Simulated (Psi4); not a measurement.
Cl (SMILES [Cl-]), charge -1, singlet (a gas-phase anion, which may not be bound at this level). Base run: Psi4 1.11 with TPSS/6-31G**.

The Psi4 input:
```
memory 2 GB

molecule mol {
-1 1
Cl    0.000000    0.000000    0.000000
}

set {
  basis 6-31g**
  reference rks
}

energy('tpss')
print_variables()
```

Each row names what was changed in the base input (with any setting that the change needs).

| change | ΔE vs base (mEh) | SCF cycles | grid points | basis functions |
|---|---|---|---|---|
| base | 0.000 | 9 | 19932 | 19 |
| guess = huckel | 0.000 | 6 | 19932 | 19 |
| scf_type = pk | 0.002 | 9 | 19932 | 19 |
| puream = false | 0.000 | 9 | 19932 | 19 |
| guess = sadno | 0.000 | 6 | 19932 | 19 |
| damping_percentage = 20 | 0.000 | 19 | 19932 | 19 |
| diis_max_vecs = 15 | 0.000 | 9 | 19932 | 19 |
| level_shift = 1.0 | 0.000 | 8 | 19932 | 19 |
| df_basis_scf = def2-universal-jkfit | -0.006 | 9 | 19932 | 19 |
| scf_type = cd | -0.004 | 9 | 19932 | 19 |
| df_basis_scf = cc-pvtz-jkfit | 0.001 | 9 | 19932 | 19 |
| basis_guess = sto-3g | 0.000 | 6 | 19932 | 19 |
| dft_spherical_points = 434 | 0.000 | 9 | 28644 | 19 |

A gas-phase anion may not be bound at this level; its values then depend on the basis.
